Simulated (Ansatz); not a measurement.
System: sum formula SiN3H6Cl, net charge 0, singlet state. SMILES: N[Si](N)(N)Cl
Coordinates optimised at B3LYP-D3(BJ)/def2-TZVP (Ansatz, a first-principles code):
```xyz
11

N     -0.9994    -1.1121    -1.0915
Si     0.0764    -0.0184    -0.3508
N     -0.1028     1.5337    -1.0298
N      1.6812    -0.5599    -0.5356
Cl    -0.3703     0.0886     1.7002
H     -1.9472    -1.2293    -0.7727
H     -0.6320    -1.9476    -1.5160
H     -0.7972     1.6777    -1.7443
H      0.0884     2.3723    -0.5066
H      2.1056    -1.2047     0.1108
H      2.3560     0.0515    -0.9648
```

Property: vertical triplet-singlet gap (E(triplet) - E(singlet); each state is the SCF solution reached for its spin), in kcal/mol. Cores are frozen in the correlated levels unless marked. UHF or UKS for open shells. Spin-orbit coupling is left out. No relativistic terms. CBS(X,Y): correlation extrapolated as X^-3; Hartree-Fock from the larger set. [CCSD(T)-MP2]/basis is that difference in the basis named.

```json
[
 {"level": "HF/aug-cc-pV(Q+d)Z", "program": "Ansatz", "vertical triplet-singlet gap (kcal/mol)": "123.4"}
]
```

### Question
Estimate the value at RI-MP2/CBS(aug-cc-pV(T+d)Z,aug-cc-pV(Q+d)Z)+[CCSD(T)-MP2]/aug-cc-pV(T+d)Z as computed with Ansatz.

### Answer
147.8 kcal/mol, so HF/aug-cc-pV(Q+d)Z differs from it by -24.4 kcal/mol.
